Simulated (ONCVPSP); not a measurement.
# Configuration tests for lanthanum (La) (ONCV)

ONCVPSP 4.0.1 input, shortened (lines: element, Z, core and valence counts, functional; n l f; lmax; l rc ep ncon nbas qcut; lloc lpopt rc5 dvloc0; l nproj debl; icmod fcfact rcfact), PBEsol, scalar-relativistic:

```
  La 57.00    9    4  -116133      upf
    1    0    2.00
    2    0    2.00
    2    1    6.00
    3    0    2.00
    3    1    6.00
    3    2   10.00
    4    0    2.00
    4    1    6.00
    4    2   10.00
    5    0    2.00
    5    1    6.00
    5    2    1.50
    6    0    1.50
    3
    0    2.45    0.00    4    8    4.20
    1    2.20    0.00    3    6    8.00
    2    3.85    0.00    3    8    3.20
    3    2.90    0.13    4    7    4.30
    4    1    1.80   -1.00
    0    2    0.30
    1    2    3.20
    2    2    0.70
    3    1    1.00
    0    0.00    0.00
```

In the f channel the program set the typed energies aside and used -0.130 Ha.

Energies are relative to the spin-unpolarised reference configuration 5s2 5p6 5d1.5 6s1.5; without spin polarisation the order of configurations can differ from experiment.

(1) Give the all-electron excitation energy and the error of the potential for: 5s2 5p6 5d1 6s2; 5s2 5p6 5d1 6s1; 5s2 5p6 5d1 6s0; 4f1 5s2 5p6 5d0 6s1.

Levels in the configuration 5s2 5p6 5d1 6s0:

```csv
level,all-electron (eV),pseudo (eV)
5s,-51.555,-51.553
5p,-34.925,-34.914
5d,-14.661,-14.611
```

Note: no bound ghost flagged; GHOST(+) flagged for s at 72.8 eV.

## Answers

(1)

```tsv
valence configuration	charge	ΔE all-electron (eV)	error AE − PS (meV)
5s2 5p6 5d1 6s2	0	-0.355	+6.4
5s2 5p6 5d1 6s1	+1	5.645	+6.1
5s2 5p6 5d1 6s0	+2	16.493	+2.0
4f1 5s2 5p6 5d0 6s1	+1	5.872	+1333
```

These tests converged, but a pseudo level misses the all-electron one widely, so the file describes the atom poorly there or has found another state: 4f1 5s2 5p6 5d0 6s1: 4f by 2.4 eV.
